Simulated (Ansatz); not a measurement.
`S[Si]Br` + H–F → `F[Si]Br` + H₂S at 298.15 K and 1 bar (ligand exchange at the Si–S bond).

Calculated with Ansatz (gas phase, PBE0-D4/def2-TZVP geometries, no zero-point term in ΔE). CCSD(T)/CBS adds triple-zeta CCSD(T) − MP2 to the extrapolated MP2 energy (def2 sets, frozen cores). This one scheme is used for every species. For Br outer-core shells are correlated without core-valence functions, which leaves a few kJ/mol of doubt a bond. Scalar relativity is left out up to krypton. One conformer a species, not always the lowest.

```tsv
species	CCSD(T)/CBS energy (Eh)	H − E (kJ/mol)	S (J/(mol·K))
`S[Si]Br`	-3260.81547	43.4	305.1
H–F	-100.39570	33.5	173.6
`F[Si]Br`	-2962.26094	21.2	287.3
H₂S	-398.97279	49.9	205.7
```

H − E and S are ideal-gas, rigid-rotor, harmonic terms from PBE0-D4/def2-TZVP, for one conformer and one mirror image of each species. 1 Eh = 2625.50 kJ/mol, R = 8.31446 J/(mol·K).

Problem. By hand: ΔE, ΔH, ΔS and ΔG.

Solution. ΔE = (-2962.26094) + (-398.97279) − (-3260.81547) − (-100.39570) = -0.02256 Eh = -59.2 kJ/mol. Δ(H − E) = 21.2 + 49.9 − 43.4 − 33.5 = -5.8, so ΔH = -65.0 kJ/mol. ΔS = 287.3 + 205.7 − 305.1 − 173.6 = 14.3 J/(mol·K). ΔG = -65.0 − 298.15 × (14.3)/1000 = -69.3 kJ/mol.

Problem. By hand: the equilibrium constant, and the temperature at which ΔG would vanish if ΔH and ΔS stayed fixed.

Solution. log₁₀ K = −ΔG/(RT ln 10) = 12.1. ΔH and −TΔS have one sign here, so there is no such temperature.

The number of gas molecules stays the same, so ΔS is small and ΔH decides. A doubt of 5 kJ/mol in ΔE shifts log₁₀ K by 0.9 here. Other conformers and mirror images would add mixing entropy, several J/(mol·K) or more a flexible species. These are equilibria of isolated gas molecules and say nothing of rates. Largest T1 diagnostic: 0.012 (customary marks: 0.02 for closed shells, 0.045 for open ones).
